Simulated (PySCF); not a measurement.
From one molecule to another.

First species: C₄H₄N₂O.
Z-matrix (Å and degrees, GFN2-xTB geometry), rows numbered from 1:
```
N 
C   1  1.2604
C   2  1.4470  1  120.37
C   3  1.3713  2  129.99  1    -0.02
O   4  1.3417  3  108.10  2  -179.95
C   5  1.3417  4  104.89  3    -0.05
N   6  1.2868  5  114.22  4     0.02
H   1  1.0173  2  115.04  3   179.96
H   2  1.0961  1  126.01  3  -179.95
H   4  1.0693  3  132.31  2    -0.00
H   6  1.0715  5  119.29  4   180.00
```

Second species: C8H18O.
SMILES: `C[C@](CC)(CCC)OC`

Levels: PBE0/pcSseg-1 for dipole moment, HOMO energy, LUMO energy and HOMO–LUMO gap; GFN2-xTB for rotational constant A and rotational constant C. Geometries: GFN2-xTB. Each species is one conformer at its optimised geometry, gas phase, non-relativistic unless stated; the electronic structure was computed with PySCF and density fitting.

Dipoles, sizes and rotational constants follow the conformer. The torsions of the flexible species, by atom-mapped SMILES:
- `[H]/[N:1]=[CH:2]/[c:3]1[cH:4][o:5][cH:6][n:7]1`: N1–C2–C3–C4 0°
- `[CH3:1][CH2:2][CH2:3][C@:4]([CH3:5])([CH2:6][CH3:7])[O:8][CH3:9]`: C1–C2–C3–C4 170°, C2–C3–C4–C5 -176°, C3–C4–C6–C7 173°, C3–C4–O8–C9 -68°

Values for the first species:

| Item | Value |
| --- | --- |
| Dipole moment | 0.37 D |
| HOMO energy | -7.23 eV |
| LUMO energy | -1.25 eV |
| HOMO–LUMO gap | 5.98 eV |
| Rotational constant A | 8.565 GHz |
| Rotational constant C | 1.676 GHz |

Estimate the same properties for the second species, and the change in each.

```csv
property,first,second,second less first
dipole moment,0.37 D,1.10 D,+0.73 D
HOMO energy,-7.23 eV,-7.17 eV,+0.06 eV
LUMO energy,-1.25 eV,1.36 eV,+2.61 eV
HOMO–LUMO gap,5.98 eV,8.53 eV,+2.55 eV
rotational constant A,8.565 GHz,2.038 GHz,-6.527 GHz
rotational constant C,1.676 GHz,0.886 GHz,-0.790 GHz
```

On the first: The dipole equals about 1.2 × 10⁻³⁰ C·m (1 D = 3.33564 × 10⁻³⁰ C·m). A dipole of 0.37 D is allowed in Cs, and pure rotational transitions are dipole-allowed.

On the second: The dipole matches unit charges of opposite sign 0.23 Å apart (1 e·Å = 4.8032 D).
